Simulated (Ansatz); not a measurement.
```xyz
26

C     2.227    1.431   -1.442
O     1.087    1.281   -0.647
Ta   -0.136   -0.147   -0.267
O    -0.953    1.071    0.976
C    -0.737    2.214    1.733
O     0.138   -1.393    1.165
C    -0.237   -1.477    2.508
O    -1.720   -0.276   -1.302
C    -3.010    0.262   -1.292
O     0.887   -1.333   -1.358
C     1.803   -2.373   -1.406
H     3.111    1.567   -0.811
H     2.384    0.560   -2.086
H     2.120    2.318   -2.075
H    -1.646    2.825    1.767
H     0.072    2.811    1.296
H    -0.463    1.958    2.764
H     0.653   -1.477    3.146
H    -0.783   -2.409    2.683
H    -0.879   -0.637    2.796
H    -3.173    0.851   -2.200
H    -3.747   -0.546   -1.267
H    -3.159    0.907   -0.419
H     2.815   -1.998   -1.599
H     1.539   -3.071   -2.208
H     1.808   -2.918   -0.454
```

Total charge 0; spin multiplicity 1. Ta takes the def2 core potential.

Problem. List the ωB97M-V/def2-TZVPP orbital energies in eV (Ansatz). (Best estimate.)

Solution. Ansatz gave: Occupied: -525.95, -525.75, -525.74, -525.60, -525.57, -282.56, -282.45, -282.45, -282.41, -282.41, -79.01, -44.72, -44.69, -44.66, -30.71, -30.40, -30.20, -30.09, -29.92, -21.58, -21.51, -21.30, -21.21, -20.95, -16.15, -15.87, -15.74, -15.63, -15.60, -15.52, -15.17, -15.11, -14.98, -14.88, -14.65, -14.59, -14.43, -14.24, -14.19, -11.70, -11.57, -11.37, -11.03, -10.54, -10.43, -10.25, -10.15, -10.08, -10.02. Lowest empty: 1.72, 1.88, 1.99, 2.69, 2.76, 3.06, 3.49, 3.59.
